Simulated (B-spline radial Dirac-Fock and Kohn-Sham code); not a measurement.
# Photoemission from B at 9770 eV, detector at θ = 90°, φ = 0°

System: the free boron atom, configuration 1s2 2s2 2p1. Model: Dirac-Hartree-Slater photoionisation with a Latter tail; cross sections with all multipoles, angular parameters from the dipole term and its interference with E2. Program: a radial atomic solver. Thresholds are tabulated edges, those marked * orbital energies of the model. For linearly polarised light dσ/dΩ = σ/(4π) [1 + β P₂(cos θ) + (δ + γ cos²θ) sin θ cos φ], with θ from the polarisation vector and φ the angle between the beam and the projection of the electron momentum on the plane normal to the polarisation. The dipole factor is 1 + βP₂ and the non-dipole term is the rest of the bracket. Open shells are filled statistically over j.

| subshell | threshold (eV) | σ (kb) | β | γ | δ | dipole factor | non-dipole term | dσ/dΩ (kb/sr) |
| --- | --- | --- | --- | --- | --- | --- | --- | --- |
| 1s | 188.0 | 0.0185 | 2.00 | 2.30 | 0.000 | 0.000 | 0.000 | ≈ 0 |
| 2s | 11.89* | 0.000844 | 2.00 | 2.31 | 0.000 | 0.000 | 0.000 | ≈ 0 |
| 2p1/2 | 6.10* | 3.89e-07 | 0.03 | 0.81 | 0.380 | 0.983 | +0.380 | 4.21e-08 |
| 2p3/2 | 6.10* | 7.64e-07 | 0.01 | 0.77 | 0.383 | 0.996 | +0.383 | 8.38e-08 |

Values without a named source are computed, but for edge energies of neutral atoms, which are taken from tables.
